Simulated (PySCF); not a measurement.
H₁₂MgO₆, charge +2, singlet, at a GFN2-xTB geometry (such geometries of metal compounds can be far from the true shape); TPSS/STO-3G (PySCF).

Input for PySCF:
```python
from pyscf import gto, scf, dft

mol = gto.Mole()
mol.atom = '''
    Mg   -0.00000000    0.00000000    0.00000000
    O    -0.67410002    1.61759197   -0.90674974
    H    -1.47643835    1.68900628   -1.43316959
    H    -0.26435890    2.48826645   -0.90842274
    O     1.54915358    1.02153103    0.67067670
    H     1.60152104    1.50787032    1.49934817
    H     2.39901627    1.13013345    0.23260869
    O     1.01927525   -0.48278389   -1.61901432
    H     1.57980187   -1.25618434   -1.73574607
    H     1.05237658    0.00944227   -2.44519975
    O    -1.01927525    0.48278389    1.61901432
    H    -1.57980187    1.25618434    1.73574607
    H    -1.05237658   -0.00944227    2.44519975
    O    -1.54915358   -1.02153103   -0.67067670
    H    -1.60152104   -1.50787032   -1.49934817
    H    -2.39901627   -1.13013345   -0.23260869
    O     0.67410002   -1.61759197    0.90674974
    H     0.26435890   -2.48826645    0.90842274
    H     1.47643835   -1.68900628    1.43316959
'''
mol.basis = 'sto-3g'
mol.charge = 2
mol.verbose = 4
mol.build()

mf = dft.RKS(mol)
mf.xc = 'tpss'
mf.kernel()
```

Q: Write the output that PySCF gives for this input, abridged.

A: 
```
PySCF version 2.14.0

[INPUT] verbose = 4
[INPUT] num. atoms = 19
[INPUT] num. electrons = 70
[INPUT] charge = 2
[INPUT] spin (= nelec alpha-beta = 2S) = 0
[INPUT] symmetry False subgroup None
[INPUT] Mole.unit = angstrom
[INPUT] Symbol           X                Y                Z      unit          X                Y                Z       unit  Magmom
[INPUT]  1 Mg     0.000000000000   0.000000000000   0.000000000000 AA    0.000000000000   0.000000000000   0.000000000000 Bohr   0.0
[INPUT]  2 O     -0.674100020000   1.617591970000  -0.906749740000 AA   -1.273864418364   3.056805804596  -1.713508672121 Bohr   0.0
[INPUT]  3 H     -1.476438350000   1.689006280000  -1.433169590000 AA   -2.790064121305   3.191759291870  -2.708298015155 Bohr   0.0
[INPUT]  4 H     -0.264358900000   2.488266450000  -0.908422740000 AA   -0.499565919591   4.702142115444  -1.716670183927 Bohr   0.0
[INPUT]  5 O      1.549153580000   1.021531030000   0.670676700000 AA    2.927475991089   1.930413874445   1.267395281127 Bohr   0.0
[INPUT]  6 H      1.601521040000   1.507870320000   1.499348170000 AA    3.026436148329   2.849461936160   2.833357406668 Bohr   0.0
[INPUT]  7 H      2.399016270000   1.130133450000   0.232608690000 AA    4.533483718676   2.135642704710   0.439566718294 Bohr   0.0
[INPUT]  8 O      1.019275250000  -0.482783890000  -1.619014320000 AA    1.926151068048  -0.912329329452  -3.059493656549 Bohr   0.0
[INPUT]  9 H      1.579801870000  -1.256184340000  -1.735746070000 AA    2.985392865376  -2.373844364568  -3.280084694090 Bohr   0.0
[INPUT] 10 H      1.052376580000   0.009442270000  -2.445199750000 AA    1.988703516106   0.017843304294  -4.620757847355 Bohr   0.0
[INPUT] 11 O     -1.019275250000   0.482783890000   1.619014320000 AA   -1.926151068048   0.912329329452   3.059493656549 Bohr   0.0
[INPUT] 12 H     -1.579801870000   1.256184340000   1.735746070000 AA   -2.985392865376   2.373844364568   3.280084694090 Bohr   0.0
[INPUT] 13 H     -1.052376580000  -0.009442270000   2.445199750000 AA   -1.988703516106  -0.017843304294   4.620757847355 Bohr   0.0
[INPUT] 14 O     -1.549153580000  -1.021531030000  -0.670676700000 AA   -2.927475991089  -1.930413874445  -1.267395281127 Bohr   0.0
[INPUT] 15 H     -1.601521040000  -1.507870320000  -1.499348170000 AA   -3.026436148329  -2.849461936160  -2.833357406668 Bohr   0.0
[INPUT] 16 H     -2.399016270000  -1.130133450000  -0.232608690000 AA   -4.533483718676  -2.135642704710  -0.439566718294 Bohr   0.0
[INPUT] 17 O      0.674100020000  -1.617591970000   0.906749740000 AA    1.273864418364  -3.056805804596   1.713508672121 Bohr   0.0
[INPUT] 18 H      0.264358900000  -2.488266450000   0.908422740000 AA    0.499565919591  -4.702142115444   1.716670183927 Bohr   0.0
[INPUT] 19 H      1.476438350000  -1.689006280000   1.433169590000 AA    2.790064121305  -3.191759291870   2.708298015155 Bohr   0.0

nuclear repulsion = 490.856884397463
number of shells = 35
number of NR pGTOs = 153
number of NR cGTOs = 51
basis = sto-3g
ecp = {}

******** <class 'pyscf.dft.rks.RKS'> ********
method = RKS
initial guess = minao
damping factor = 0
level_shift factor = 0
DIIS = <class 'pyscf.scf.diis.CDIIS'>
diis_start_cycle = 1
diis_space = 8
diis_damp = 0
SCF conv_tol = 1e-09
SCF conv_tol_grad = None
SCF max_cycles = 50
direct_scf = True
direct_scf_tol = 1e-13
XC library pyscf.dft.libxc version 7.1.2
    S. Lehtola, C. Steigemann, M. J. T. Oliveira, and M. A. L. Marques,  SoftwareX 7, 1–5 (2018)
XC functionals = tpss
    J. Tao, J. P. Perdew, V. N. Staroverov, and G. E. Scuseria,  Phys. Rev. Lett. 91, 146401 (2003)
    J. P. Perdew, J. Tao, V. N. Staroverov, and G. E. Scuseria,  J. Chem. Phys. 120, 6898 (2004)
    J. Tao, J. P. Perdew, V. N. Staroverov, and G. E. Scuseria,  Phys. Rev. Lett. 91, 146401 (2003)
    J. P. Perdew, J. Tao, V. N. Staroverov, and G. E. Scuseria,  J. Chem. Phys. 120, 6898 (2004)
radial grids:
    Treutler-Ahlrichs [JCP 102, 346 (1995); DOI:10.1063/1.469408] (M4) radial grids

becke partition: Becke, JCP 88, 2547 (1988); DOI:10.1063/1.454033
pruning grids: <function nwchem_prune>
grids dens level: 3
symmetrized grids: False
atomic radii adjust function: <function treutler_atomic_radii_adjust>
small_rho_cutoff = 0
Set gradient conv threshold to 3.16228e-05
Initial guess from minao.
tot grids = 220768
init E= -650.751921266562
  HOMO = -0.499588242207751  LUMO = -0.0109253345486512  gap/eV = 13.29720
cycle= 1 E= -649.232226438344  delta_E= 1.52  |g|= 1.15  |ddm|= 4.48
  HOMO = -0.285150560156185  LUMO = -0.0106891053359155  gap/eV = 7.46848
cycle= 2 E= -649.261508326864  delta_E= -0.0293  |g|= 1.13  |ddm|= 2.74
  HOMO = -0.476693009608106  LUMO = -0.105641452597566  gap/eV = 10.09683
cycle= 3 E= -649.63706744108  delta_E= -0.376  |g|= 0.0217  |ddm|= 1.38
  HOMO = -0.474974847899284  LUMO = -0.104816093203343  gap/eV = 10.07253
cycle= 4 E= -649.637179667038  delta_E= -0.000112  |g|= 0.00588  |ddm|= 0.0311
  HOMO = -0.475462079649558  LUMO = -0.105533337995858  gap/eV = 10.06627
cycle= 5 E= -649.637186410241  delta_E= -6.74e-06  |g|= 0.00011  |ddm|= 0.00573
  HOMO = -0.475463755832116  LUMO = -0.105549531047928  gap/eV = 10.06588
cycle= 6 E= -649.637186414405  delta_E= -4.16e-09  |g|= 1.64e-06  |ddm|= 0.000168
  HOMO = -0.47546343753826  LUMO = -0.105549317063908  gap/eV = 10.06588
cycle= 7 E= -649.637186414408  delta_E= -2.73e-12  |g|= 5.48e-07  |ddm|= 2.31e-06
  HOMO = -0.475463658943148  LUMO = -0.105549326042  gap/eV = 10.06588
Extra cycle  E= -649.637186414412  delta_E= -3.64e-12  |g|= 5.15e-07  |ddm|= 1.31e-06
converged SCF energy = -649.637186414412
```
